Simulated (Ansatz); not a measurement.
The same path of C3H9BFN (15 atoms, charge 0, multiplicity 1) was run twice with different band settings. The coordinate that changes most is the dihedral H7–C1–C2–B3.

All numbers below come from RKS B3LYP/STO-3G in Ansatz 0.2.0.

Relaxed end points:

```xyz
15
Properties=species:S:1:pos:R:3
C -0.723 1.080 1.382
C 0.285 -0.090 1.136
B 0.223 -0.578 -0.378
N 0.025 -1.916 -0.696
C 0.409 0.479 -1.589
F 0.139 1.832 -1.231
H -0.547 1.569 2.353
H -1.762 0.716 1.364
H -0.595 1.814 0.566
H 1.301 0.291 1.346
H 0.101 -0.908 1.853
H -0.079 -2.667 0.017
H -0.029 -2.289 -1.666
H 1.463 0.415 -1.966
H -0.232 0.202 -2.464
```

```xyz
15
Properties=species:S:1:pos:R:3
C -0.477 1.266 1.333
C 0.517 0.093 1.049
B 0.172 -0.624 -0.329
N 0.013 -2.002 -0.402
C 0.018 0.236 -1.691
F -0.217 1.627 -1.483
H -1.476 0.882 1.591
H -0.561 1.869 0.411
H -0.128 1.902 2.161
H 1.533 0.523 0.981
H 0.529 -0.609 1.900
H 0.117 -2.637 0.416
H -0.215 -2.523 -1.274
H 0.953 0.122 -2.300
H -0.801 -0.176 -2.333
```

Common settings: movable images 5; climbing image yes; spring 5.0 eV/Å²; optimiser quadratic models (default); start path IDPP; end points relaxed.

| run | force threshold | iteration limit |
| --- | --- | --- |
| 1 | 0.05 eV/Å | 50 |
| 2 | 0.5 eV/Å | 57 |

Question: What does each run give, and how far can it be trusted?

Answer: Run 1: converged after 7 iterations, highest image 0.161 eV above the first end. A vibrational analysis at the climbing image gives one clearly imaginary mode, 250i cm⁻¹, and a faint second one (32i cm⁻¹) that may be numerical noise or a soft torsion: probably a first-order saddle point.
Run 2: converged after 2 iterations, highest image 0.163 eV above the first end. The threshold of 0.5 eV/Å is loose, so the images may lie well off the minimum-energy path. Another band between the same ends (5 images) ends at a top of the same energy, where a vibrational analysis finds 1 clearly imaginary mode.
Limits of this set-up: minimal basis.
